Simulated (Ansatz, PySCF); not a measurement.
H₇P₃Sn, SMILES [PH2][SnH]([PH2])[PH2]. Atoms are numbered in the order given.

```xyz
11

Sn     0.1877     0.1251    -0.4116
P      2.0708    -0.4604     1.2098
P     -1.1501     2.1257     0.4405
P     -1.3371    -1.8869    -0.7918
H      0.8966     0.5571    -1.9263
H      1.1507    -0.9586     2.1857
H      2.2749    -1.7539     0.6323
H     -1.3633     1.5107     1.7146
H      0.0190     2.8200     0.8871
H     -2.3824    -1.0898    -1.3580
H     -1.8800    -1.7951     0.5288
```
Charge 0, spin multiplicity 1.

Coordinates come from a B3LYP-D3(BJ)/def2-SVP optimisation. The structure was generated by enumeration; whether it is a known compound was not checked. The def2 effective core potentials stand for the cores of Sn; spin–orbit coupling is left out. Other conformers were not sampled.

Two levels are set side by side: PBE-D3(BJ)/def2-SVP (Ansatz, a program for electronic structure) and B3LYP-D3(BJ)/def2-SVP (Ansatz). Each level has its own optimised geometry; the coordinates shown are those of the second. Frequencies come from the Hessian of PySCF at each geometry. Differences are taken from unrounded values.

```json
[
 {"quantity": "mean bond length (Å)", "B3LYP-D3(BJ)": "1.797", "PBE-D3(BJ)": "1.806", "PBE-D3(BJ) minus B3LYP-D3(BJ)": "0.009"},
 {"quantity": "bond Sn1–P2 (Å)", "B3LYP-D3(BJ)": "2.553", "PBE-D3(BJ)": "2.555", "PBE-D3(BJ) minus B3LYP-D3(BJ)": "0.002"},
 {"quantity": "bond Sn1–P3 (Å)", "B3LYP-D3(BJ)": "2.553", "PBE-D3(BJ)": "2.555", "PBE-D3(BJ) minus B3LYP-D3(BJ)": "0.002"},
 {"quantity": "bond Sn1–P4 (Å)", "B3LYP-D3(BJ)": "2.553", "PBE-D3(BJ)": "2.555", "PBE-D3(BJ) minus B3LYP-D3(BJ)": "0.002"},
 {"quantity": "bond Sn1–H5 (Å)", "B3LYP-D3(BJ)": "1.727", "PBE-D3(BJ)": "1.737", "PBE-D3(BJ) minus B3LYP-D3(BJ)": "0.010"},
 {"quantity": "bond P2–H6 (Å)", "B3LYP-D3(BJ)": "1.431", "PBE-D3(BJ)": "1.443", "PBE-D3(BJ) minus B3LYP-D3(BJ)": "0.012"},
 {"quantity": "bond P2–H7 (Å)", "B3LYP-D3(BJ)": "1.431", "PBE-D3(BJ)": "1.444", "PBE-D3(BJ) minus B3LYP-D3(BJ)": "0.012"},
 {"quantity": "bond P3–H8 (Å)", "B3LYP-D3(BJ)": "1.431", "PBE-D3(BJ)": "1.443", "PBE-D3(BJ) minus B3LYP-D3(BJ)": "0.012"},
 {"quantity": "bond P3–H9 (Å)", "B3LYP-D3(BJ)": "1.431", "PBE-D3(BJ)": "1.444", "PBE-D3(BJ) minus B3LYP-D3(BJ)": "0.012"},
 {"quantity": "bond P4–H10 (Å)", "B3LYP-D3(BJ)": "1.431", "PBE-D3(BJ)": "1.444", "PBE-D3(BJ) minus B3LYP-D3(BJ)": "0.012"},
 {"quantity": "bond P4–H11 (Å)", "B3LYP-D3(BJ)": "1.431", "PBE-D3(BJ)": "1.443", "PBE-D3(BJ) minus B3LYP-D3(BJ)": "0.012"},
 {"quantity": "highest harmonic wavenumber (cm⁻¹)", "B3LYP-D3(BJ)": "2378", "PBE-D3(BJ)": "2323", "PBE-D3(BJ) minus B3LYP-D3(BJ)": "-55"},
 {"quantity": "mean harmonic wavenumber (cm⁻¹)", "B3LYP-D3(BJ)": "952", "PBE-D3(BJ)": "923", "PBE-D3(BJ) minus B3LYP-D3(BJ)": "-29"},
 {"quantity": "zero-point energy (kcal/mol)", "B3LYP-D3(BJ)": "36.74", "PBE-D3(BJ)": "35.64", "PBE-D3(BJ) minus B3LYP-D3(BJ)": "-1.10"}
]
```

GGA bonds tend to be longer and softer than those of functionals with exact exchange. Differences between two approximate levels are no errors against the true value.
